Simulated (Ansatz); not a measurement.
Species: Si$_{2}$H$_{3}$, charge 0, doublet. Si2H3 (SMILES [SiH]=[SiH2], doublet).
B3LYP-D3(BJ)/def2-TZVP minimum from Ansatz (a program for electronic structure):
```
Si
H 1 1.4867
H 1 1.4882 2 107.07
Si 1 2.2897 2 123.24 3 -169.48
H 4 1.5229 1 88.47 2 -175.26
```
Charge 0, spin multiplicity 2.

Total energies in aug-cc-pV(D+d)Z, 11 correlated electrons, 10 frozen orbitals. UHF or UKS for unpaired electrons; spin-orbit terms are left out. Correlated methods leave the cores frozen. No relativity. The UHF reference of H3Si2 ([SiH]=[SiH2], doublet) is spin-contaminated (<S^2> up to 0.19 over the pure value in the sets run).

```csv
method,program,energy (Eh),minus CCSDT(Q) (mEh)
HF,Ansatz,-579.52850,232.70
MP2,Ansatz,-579.70304,58.16
CCSD,Ansatz,-579.75069,10.51
CCSD(T),Ansatz,-579.75881,2.39
CCSDT(Q),Ansatz,-579.76120,0.00
```

Rough core times of Ansatz's runs on a shared machine: CCSD(T) 50 s, CCSDT(Q) 20 min.
